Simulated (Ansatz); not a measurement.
Relaxation of Cl₃H₄HfNO (10 atoms, charge 0, multiplicity 1), to a largest force component of 0.03 eV/Å in at most 50 steps.

These are results of RHF/def2-SVP (Ansatz), not measurements.

```xyz
10
Properties=species:S:1:pos:R:3:forces:R:3
Hf 0.175 -0.477 -0.692 0.07 -0.93 1.11
Cl 1.050 0.864 2.667 -0.27 -1.35 -0.08
Cl 2.372 0.236 -1.324 0.01 -0.01 -0.02
N -1.027 1.086 -0.262 -0.07 -0.02 0.13
H -1.722 1.475 -0.878 0.04 0.02 0.02
H -1.058 1.572 0.621 0.02 -0.03 -0.14
Cl -0.846 -1.561 -2.550 0.01 0.00 -0.02
O 0.284 -1.761 0.865 -0.06 0.99 -1.09
H 0.317 -2.687 1.046 -0.01 0.01 0.01
H 0.794 -0.430 2.550 0.26 1.31 0.07
```

**Question.** Where does it end, and by what steps?

**Answer.** The run converged. The force dipped under the threshold on the way, but the program's further checks kept it going. After 25 steps the energy has fallen by 0.140 eV; Cl2 moved furthest, 1.39 Å.

```tsv
step	energy less start (eV)	largest force component (eV/Å)	accepted
0	0.0000	1.351	yes
1	-0.0116	1.554	yes
2	-0.0315	0.832	yes
3	-0.0848	0.376	yes
4	-0.1214	0.164	yes
5	-0.1262	0.146	yes
6	-0.1250	0.339	no
7	-0.1308	0.021	yes
8	-0.1314	0.066	yes
9	-0.1319	0.027	yes
10	-0.1325	0.031	yes
11	-0.1334	0.118	yes
12	-0.1343	0.039	yes
13	-0.1357	0.064	yes
14	-0.1348	0.220	no
15	-0.1370	0.106	yes
16	-0.1374	0.174	yes
17	-0.1380	0.163	yes
18	-0.1385	0.098	yes
19	-0.1390	0.036	yes
20	-0.1392	0.065	yes
21	-0.1395	0.053	yes
22	-0.1396	0.039	yes
23	-0.1396	0.074	no
24	-0.1397	0.021	yes
25	-0.1398	0.022	yes
```

```xyz
10
Properties=species:S:1:pos:R:3
Hf 0.182 -0.555 -0.908
Cl -0.063 0.484 3.407
Cl 2.093 -0.023 -2.253
N -0.696 1.134 -0.248
H -1.114 1.853 -0.815
H -0.783 1.402 0.720
Cl -1.362 -1.830 -2.224
O 0.707 -1.510 0.693
H 1.084 -2.254 1.130
H 0.291 -0.384 2.540
```

Whether the end is a true minimum wasn't checked by a vibrational analysis.

Run time: 99 s on 2 threads of Intel(R) Xeon(R) Platinum 8259CL CPU @ 2.50GHz (Skylake/Cascade Lake), with other jobs on the host, peak memory 0.36 GiB.
